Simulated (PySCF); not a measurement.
**How methods differ on the ionisation energy of Cl⁺**

Cl⁺ [Ne] 3s2 3p4 (3P) → Cl²⁺ [Ne] 3s2 3p3 (4S), as a difference of total energies. Calculation: PySCF 2.14, in def2-TZVP (5s5p2d1f, 37 functions); no relativity, point nucleus. Correlated levels: valence: [Ne] frozen. The calculations carry no spin-orbit coupling.

```json
{"method": "UHF", "ionisation energy (eV)": "22.582", "error (eV)": "-1.189"}
{"method": "TPSS", "ionisation energy (eV)": "23.909", "error (eV)": "+0.138"}
{"method": "PBE0", "ionisation energy (eV)": "23.846", "error (eV)": "+0.075"}
{"method": "MP2 (valence)", "ionisation energy (eV)": "23.335", "error (eV)": "-0.436"}
{"method": "SCS-MP2 (valence)", "ionisation energy (eV)": "23.413", "error (eV)": "-0.358"}
{"method": "CCSD (valence)", "ionisation energy (eV)": "23.444", "error (eV)": "-0.327"}
{"method": "CCSD(T) (valence)", "ionisation energy (eV)": "23.473", "error (eV)": "-0.298"}
```

Reference: 23.771 eV (measured; NIST levels, between the centres of gravity of the two terms).

Errors of the correlated levels include the incompleteness of this basis and the frozen core.
